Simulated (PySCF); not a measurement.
**Worked example: oscillator strength and radiative lifetime**

CH5BFNO, SMILES COB(N)F.

Geometry optimised at PBE0-D3(BJ)/def2-SVP. The structure was generated by enumeration, and PubChem lists no compound with its InChIKey, so it may never have been made. One conformer was computed; it need not be the lowest.

TDA-PBE/def2-SVPD (PySCF) puts the first singlet state with f over 0.02 at 6.21 eV (vertical), with the transition dipole (0.000, 0.000, 0.477) in atomic units.

Find the oscillator strength, the wavelength and the radiative lifetime that this transition would have in vacuum if emission retraced absorption.


|μ|² = 0.2275 au, so |μ| = 1.21 D. ΔE = 6.21/27.211 = 0.2282 hartree. f = (2/3) ΔE |μ|² = 0.035 (the program prints 0.035).
λ = 1239.84/6.21 = 200 nm; ν = 50087 cm⁻¹.
Einstein's coefficient A = 0.6670 ν² f s⁻¹ (ν in cm⁻¹) = 5.8e7 s⁻¹, so τ = 1/A = 17 ns. This state is S1. The figure is the radiative limit of this one transition; relaxation, internal conversion, crossing to triplets and a medium change what is measured.
